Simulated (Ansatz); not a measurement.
Relaxation of Cl$_{2}$F$_{2}$H$_{4}$NOTa (11 atoms, charge 0, multiplicity 1), to a largest force component of 0.03 eV/Å in at most 50 steps.

These are results of RKS PBE-D4/def2-SVP in Ansatz 0.2.0, not measurements.

```xyz
11
Properties=species:S:1:pos:R:3:forces:R:3
Ta -0.475 0.448 0.098 0.52 0.09 0.04
O 2.641 -0.315 0.150 -0.38 0.62 0.18
H 2.586 -0.655 1.066 0.00 -0.03 -0.06
Cl 0.159 -0.146 2.305 -0.01 0.00 0.00
N 0.062 0.288 -1.792 0.00 -0.01 -0.01
H -0.098 -0.564 -2.340 -0.01 0.00 -0.02
H 0.786 0.874 -2.220 0.01 0.01 -0.01
Cl -2.433 1.643 0.154 -0.01 0.01 0.00
F -1.158 -1.296 -0.157 0.02 0.00 0.01
F 0.816 1.873 0.136 -0.26 -0.11 0.00
H 2.553 0.662 0.301 0.13 -0.58 -0.13
```

Task: Where does it end, and by what steps?

Result: It converged. After 12 steps the energy has fallen by 0.482 eV; O2 moved furthest, 0.67 Å. Joined: Ta1–O2 (3.21 → 2.34 Å).

| step | energy less start (eV) | largest force component (eV/Å) | accepted |
| --- | --- | --- | --- |
| 0 | 0.0000 | 0.625 | yes |
| 1 | -0.0587 | 1.142 | yes |
| 2 | -0.1938 | 1.244 | yes |
| 3 | -0.3502 | 0.608 | yes |
| 4 | -0.4142 | 0.799 | yes |
| 5 | -0.4333 | 0.909 | yes |
| 6 | -0.4660 | 0.513 | yes |
| 7 | -0.3161 | 1.831 | no |
| 8 | -0.4809 | 0.145 | yes |
| 9 | -0.4808 | 0.074 | no |
| 10 | -0.4821 | 0.050 | yes |
| 11 | -0.4822 | 0.041 | yes |
| 12 | -0.4822 | 0.002 | yes |

```xyz
11
Properties=species:S:1:pos:R:3
Ta -0.171 0.420 0.104
O 1.997 -0.456 0.279
H 2.071 -0.565 1.258
Cl 0.197 0.128 2.490
N 0.141 0.390 -1.860
H -0.003 -0.441 -2.445
H 0.566 1.150 -2.402
Cl -2.285 1.340 0.261
F -0.594 -1.414 -0.105
F 0.876 2.019 0.069
H 2.645 0.242 0.052
```

Whether the end is a true minimum wasn't checked by a vibrational analysis.

Run time: 38 s on 4 threads of Arm Neoverse V1 (shared host), peak memory 0.23 GiB.
